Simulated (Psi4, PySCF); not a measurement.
Input for Psi4:
```
memory 2 GB

molecule mol {
0 2
C     1.949925    0.125087    0.170866
N     0.619121   -0.055391    0.579735
C    -0.485555   -0.017495   -0.119711
C    -1.772607   -0.248734    0.613846
O    -0.395890    0.204691   -1.334458
H     2.125045    1.124651   -0.241971
H     2.559303    0.020118    1.073351
H     2.270510   -0.639863   -0.544956
H    -2.289284   -1.098712    0.173326
H    -2.410034    0.626050    0.503764
H    -1.572852   -0.435178    1.663999
}

set {
  basis 6-31g**
  reference uks
  scf_type pk
  puream true
  d_convergence 1e-8
  dft_radial_points 99
  dft_spherical_points 590
}

energy('r2scan')
print_variables()
```

Question: Write the same job for PySCF.

Answer: Several could match; the one computed here: 
```python
from pyscf import gto, scf, dft

mol = gto.Mole()
mol.atom = '''
    C     1.949925    0.125087    0.170866
    N     0.619121   -0.055391    0.579735
    C    -0.485555   -0.017495   -0.119711
    C    -1.772607   -0.248734    0.613846
    O    -0.395890    0.204691   -1.334458
    H     2.125045    1.124651   -0.241971
    H     2.559303    0.020118    1.073351
    H     2.270510   -0.639863   -0.544956
    H    -2.289284   -1.098712    0.173326
    H    -2.410034    0.626050    0.503764
    H    -1.572852   -0.435178    1.663999
'''
mol.basis = '6-31g**'
mol.charge = 0
mol.spin = 1
mol.verbose = 4
mol.build()

mf = dft.UKS(mol)
mf.xc = 'r2scan'
mf.grids.atom_grid = (99, 590)
mf.grids.prune = None
mf.kernel()
```

Both were run: Psi4 gave -247.705201 Eh and PySCF -247.705204 Eh, 0.003 mEh apart.
